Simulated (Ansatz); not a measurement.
`N[SiH](N)Cl` → `NN` + `[SiH]Cl`  (silylene formation by 1,1-elimination)

Calculated with Ansatz (gas phase, PBE0-D4/def2-TZVP geometries, no zero-point term in ΔE). CCSD(T)/CBS is the MP2 limit (def2-TZVPP, def2-QZVPP) plus CCSD(T) − MP2 in def2-TZVPP, frozen cores. This one scheme is used for every species. Functionals use def2-TZVPP. B3LYP here is the variant with VWN-RPA as its local correlation; programs differ in this. HSE06 is defined as in plane-wave codes. One conformer a species, not always the lowest.

`N[SiH](N)Cl`:

Z-matrix (Å, degrees):
```
Si
N 1 1.697
Cl 1 2.073 2 116.7
N 1 1.699 2 107.9 3 116.3
H 1 1.482 2 105.8 3 -115.6
H 2 1.007 1 120.2 3 82.6
H 2 1.008 1 120.5 3 -65.1
H 4 1.005 1 121.2 2 -154.5
H 4 1.006 1 120.9 2 52.5
```

`NN`:

```xyz
6

N     0.308    0.025   -0.673
N    -0.592    0.179    0.408
H     1.243   -0.226   -0.372
H    -0.041   -0.711   -1.272
H    -0.358   -0.410    1.199
H    -0.560    1.143    0.710
```

`[SiH]Cl`:

Z-matrix (Å, degrees):
```
Si
Cl 1 2.077
H 1 1.529 2 94.7
```

```tsv
level	ΔE (kJ/mol)
B97M-V	506.5
HSE06-D4	503.0
B3LYP	477.2
LC-ωPBE	517.6
```

Problem. What does CCSD(T)/CBS give? (Estimate.)

Solution. The calculation gave: +511.4 kJ/mol. The listed levels differ from it by -4.9, -8.4, -34.2, 6.2 kJ/mol.

Largest T1 diagnostic among the species: 0.013.

The D4 term adds +16.2 kJ/mol with B3LYP and +8.7 kJ/mol with PBE0; it sums over pairs of atoms, weighted by their polarisabilities, and B3LYP, whose exchange is more repulsive, gets the larger term. From BLYP to BHLYP (50 % exact exchange), in def2-TZVPP and without D4, ΔE moves by +53.1 kJ/mol. At CCSD(T), def2-SVP lies −48.4 kJ/mol from the extrapolated value and def2-TZVPP −10.2 kJ/mol.
